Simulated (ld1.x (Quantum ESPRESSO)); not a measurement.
**Reading a pseudo-wave (N (Z = 7))**

Columns: radius, all-electron u(r) and pseudo u(r) of the 2p shell (level -7.09 eV) of nitrogen in the configuration [He] 2s2 2p3; PBE, scalar-relativistic, TM scheme, ld1.x (Quantum ESPRESSO) 7.5.

```tsv
r (bohr)	all-electron	pseudo
0.075	0.0444	0.0184
0.150	0.1398	0.0717
0.225	0.2510	0.1544
0.300	0.3604	0.2580
0.375	0.4594	0.3722
0.450	0.5443	0.4859
0.525	0.6146	0.5893
0.600	0.6712	0.6749
0.675	0.7146	0.7389
0.750	0.7459	0.7807
0.825	0.7664	0.8028
0.900	0.7775	0.8092
0.975	0.7809	0.8045
1.050	0.7778	0.7929
1.125	0.7694	0.7775
1.200	0.7568	0.7603
1.275	0.7409	0.7420
1.350	0.7225	0.7227
1.425	0.7022	0.7022
1.500	0.6805	0.6805
1.575	0.6578	0.6578
1.650	0.6346	0.6346
1.725	0.6111	0.6111
1.800	0.5875	0.5875
1.875	0.5641	0.5641
1.950	0.5410	0.5410
```

(1) How many radial nodes do the two functions have?

(2) At about which radius was the pseudo-wave matched?

(3) Is the pseudo-wave norm-conserving?

Results:

(1) The all-electron 2p function has n − l − 1 = 0; the pseudo-wave has 0.

(2) 1.50 bohr. The columns agree to 0.0005 from 1.35 bohr on; several derivatives are matched, so the curves merge somewhat inside the radius.

(3) Yes: the TM scheme keeps the norm inside the radius equal to the all-electron one, which fixes the energy derivative of the logarithmic derivative at the level.
